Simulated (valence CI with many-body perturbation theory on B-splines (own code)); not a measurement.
E1 line list for Cr¹¹⁺

Level of theory: relativistic CI+MBPT: three valence electrons over a frozen Dirac-Fock core [Ne], radial functions for each j: 11 s, 11 p, 10 d, 8 f, 5 g, 2 h, with the one-electron correlation potential Σ1, the two-electron term Σ2, the three-electron term Σ3, Breit, model QED; selected CI, second order for the rest, scaled by the run's own slope (own B-spline code, finite nucleus).

No measured levels were compared; by estimate levels of excited configurations hold to 0.05 to 0.15 % of their energy, terms of the ground configuration to about 0.5 %.

Lines 1 to 50 of 586 in falling wavelength, among levels below 1460300 cm⁻¹, chosen from the strongest by gf and those to the six lowest levels. Wavelengths and rates use the calculated energies, so an error of 200 cm⁻¹ moves a line at 1320 Å by 0.26 % and its rate by three times that or more. Electric multipoles are in the length gauge, E1 and E2 with the static RPA response of the core. Weak lines are less certain than strong ones. Lines between different terms over intervals too small for the method are left out, as are lines whose strength nearly cancels. Where a level lies close to another of its J and parity, the split of strength between their lines is uncertain. The highest levels of a list are the least certain.

Names give the largest LS component (configuration and term), which can be under half, so a name can repeat, a term be missing and a line seem to break the LS rules; names also repeat where a configuration has a term twice. Letters in brackets count levels of one name in rising energy.

```
λ vac (Å)               Upper                 Lower   A (s⁻¹)  S (a.u.)
     1320      3s2 4f 2F°_7/2         3s2 4d 2D_5/2  5.52e+08  5.01e+00
     1311      3s2 4f 2F°_5/2         3s2 4d 2D_3/2  5.25e+08  3.50e+00
     1109     3s 3p 4p 4D_5/2      3s 3p 4s 4P°_5/2  1.68e+08  6.77e-01
     1102     3s 3p 4p 2D_5/2  3s 3p 4s 2P°_3/2 [a]  5.38e+08  2.13e+00
     1098     3s 3p 4p 4D_3/2      3s 3p 4s 4P°_3/2  4.57e+08  1.19e+00
     1095     3s 3p 4p 4D_1/2      3s 3p 4s 4P°_1/2  5.90e+08  7.66e-01
     1090     3s 3p 4p 2D_3/2  3s 3p 4s 2P°_1/2 [a]  2.72e+08  6.96e-01
     1053     3s 3p 4p 4D_3/2      3s 3p 4s 4P°_1/2  2.28e+08  5.27e-01
     1026     3s 3p 4p 4D_7/2      3s 3p 4s 4P°_5/2  1.26e+09  5.36e+00
     1020     3s 3p 4p 4D_5/2      3s 3p 4s 4P°_3/2  1.06e+09  3.32e+00
    996.8     3s 3p 4p 2P_3/2      3s 3p 4s 4P°_1/2  5.66e+08  1.11e+00
    994.2      3s2 4p 2P°_1/2         3s2 4s 2S_1/2  1.03e+09  9.99e-01
    953.8     3s 3p 4p 2D_5/2    3p 3d2 2P°_3/2 [b]  5.32e+08  1.37e+00
    953.7      3s2 4p 2P°_3/2         3s2 4s 2S_1/2  1.16e+09  1.99e+00
    952.2     3s 3p 4p 4P_1/2      3s 3p 4s 4P°_3/2  1.35e+09  1.15e+00
    951.6     3s 3p 4p 4P_5/2      3s 3p 4s 4P°_5/2  1.22e+09  3.12e+00
    936.6     3s 3p 4p 2D_3/2    3p 3d2 2P°_1/2 [b]  2.93e+08  4.76e-01
    931.1     3s 3p 4p 4S_3/2      3s 3p 4s 4P°_5/2  1.10e+09  1.76e+00
    927.7     3s 3p 4p 4P_3/2      3s 3p 4s 4P°_3/2  6.46e+08  1.02e+00
    911.1     3s 3p 4p 2D_3/2      3s 3p 4s 4P°_5/2  3.36e+08  5.02e-01
    909.7     3s 3p 4p 2S_1/2  3s 3p 4s 2P°_3/2 [a]  7.05e+08  5.24e-01
    895.8     3s 3p 4p 4P_3/2      3s 3p 4s 4P°_1/2  6.98e+08  9.91e-01
    885.2     3s 3p 4p 4P_5/2      3s 3p 4s 4P°_3/2  3.32e+08  6.82e-01
    786.1       3s2 4d 2D_3/2        3s2 4p 2P°_3/2  4.96e+08  4.76e-01
    781.9       3s2 4d 2D_5/2        3s2 4p 2P°_3/2  3.02e+09  4.27e+00
    760.6       3s2 4d 2D_3/2        3s2 4p 2P°_1/2  2.70e+09  2.34e+00
    642.1         3p3 2D°_5/2         3s 3p2 2P_3/2  5.03e+08  3.94e-01
    605.4       3p2 3d 2G_7/2  3s 3p 3d 2F°_5/2 [b]  6.89e+08  6.03e-01
    589.7       3p2 3d 2G_9/2  3s 3p 3d 2F°_7/2 [b]  7.65e+08  7.74e-01
    579.9  3p 3d2 2F°_7/2 [a]         3s 3d2 2D_5/2  5.28e+08  4.07e-01
    564.1   3p2 3d 2F_7/2 [a]  3s 3p 3d 2F°_7/2 [a]  6.56e+08  4.65e-01
    548.3   3p2 3d 2F_5/2 [a]  3s 3p 3d 2F°_5/2 [a]  9.04e+08  4.41e-01
    523.6       3s 3p2 4P_5/2        3s2 3p 2P°_3/2  1.12e+07  4.74e-03
    520.8       3s 3p2 4P_1/2        3s2 3p 2P°_1/2  1.11e+07  1.55e-03
    512.3  3p 3d2 4F°_9/2 [a]         3s 3d2 2G_9/2  5.13e+08  3.41e-01
    502.5  3p 3d2 2G°_7/2 [a]         3s 3d2 2G_7/2  7.68e+08  3.85e-01
    499.9  3p 3d2 4F°_9/2 [b]         3s 3d2 2G_9/2  6.04e+08  3.72e-01
    485.3      3p 3d2 4G°_5/2         3s 3d2 4F_3/2  2.41e+09  8.16e-01
    480.6      3p 3d2 4G°_7/2         3s 3d2 4F_7/2  5.56e+08  2.44e-01
    479.2      3p 3d2 4G°_7/2         3s 3d2 4F_5/2  2.50e+09  1.08e+00
    478.3   3p2 3d 2F_5/2 [a]  3s 3p 3d 2D°_3/2 [a]  1.25e+09  4.05e-01
    472.2  3p 3d2 2P°_3/2 [b]         3s 3d2 2S_1/2  1.15e+09  2.39e-01
    471.5      3p 3d2 4G°_9/2         3s 3d2 4F_7/2  2.84e+09  1.47e+00
    469.1      3p 3d2 2H°_9/2         3s 3d2 2G_7/2  4.60e+09  2.35e+00
    468.5   3p2 3d 2F_7/2 [a]  3s 3p 3d 2D°_5/2 [a]  1.22e+09  4.94e-01
    463.9  3p 3d2 2F°_5/2 [b]         3s 3d2 2F_5/2  8.81e+08  2.61e-01
    462.1     3p 3d2 4G°_11/2         3s 3d2 4F_9/2  3.47e+09  2.03e+00
    461.8   3p2 3d 2D_5/2 [b]  3s 3p 3d 2P°_3/2 [b]  1.74e+09  5.08e-01
    461.0         3p3 2P°_1/2         3s 3p2 2P_1/2  2.40e+09  2.32e-01
    454.0   3p2 3d 2F_5/2 [b]  3s 3p 3d 2D°_3/2 [b]  1.42e+09  3.95e-01
```
